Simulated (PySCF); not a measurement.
PySCF 2.14 output of a UHF calculation on a single atom or ion in aug-cc-pwCVTZ-DK with one added diffuse shell each of s, p, d, f, g type (11s10p8d5f4g, 152 functions), with scalar relativity by spin-free X2C-1e:

```
SCF conv_tol = 1e-09
number electrons alpha = 14  beta = 10
cycle= 1 E= -948.123735399442  delta_E= -0.00418  |g|= 0.0242  |ddm|= 0.0371
cycle= 2 E= -948.123872396797  delta_E= -0.000137  |g|= 0.00525  |ddm|= 0.0114
cycle= 3 E= -948.123880912848  delta_E= -8.52e-06  |g|= 0.00121  |ddm|= 0.0116
cycle= 4 E= -948.123881501413  delta_E= -5.89e-07  |g|= 0.000385  |ddm|= 0.00432
cycle= 5 E= -948.123881751157  delta_E= -2.5e-07  |g|= 0.000115  |ddm|= 0.00434
cycle= 6 E= -948.123881850191  delta_E= -9.9e-08  |g|= 4.08e-05  |ddm|= 0.00496
cycle= 7 E= -948.123881877132  delta_E= -2.69e-08  |g|= 1.46e-05  |ddm|= 0.00391
cycle= 8 E= -948.123881883542  delta_E= -6.41e-09  |g|= 8.55e-06  |ddm|= 0.0025
cycle= 9 E= -948.123881886336  delta_E= -2.79e-09  |g|= 3.16e-06  |ddm|= 0.00294
cycle= 10 E= -948.123881886585  delta_E= -2.49e-10  |g|= 1.07e-06  |ddm|= 0.00135
converged SCF energy = -948.123881886585  <S^2> = 6.7597345  2S+1 = 5.2951807
```

The run itself started from symmetry-adapted Hartree-Fock orbitals and held the occupation by maximum overlap, so the iterations belong to that start.

Problem. Which element, charge and spin multiplicity is this?

Solution. V⁻ (vanadium, charge -1), multiplicity 5; the state was [Ar] 3d4 4s2, high-spin 5D determinant.

⟨S²⟩ = 6.76 against 6.00 shows spin contamination. At UHF the highest occupied level has a positive energy, so only the finite basis holds that electron.
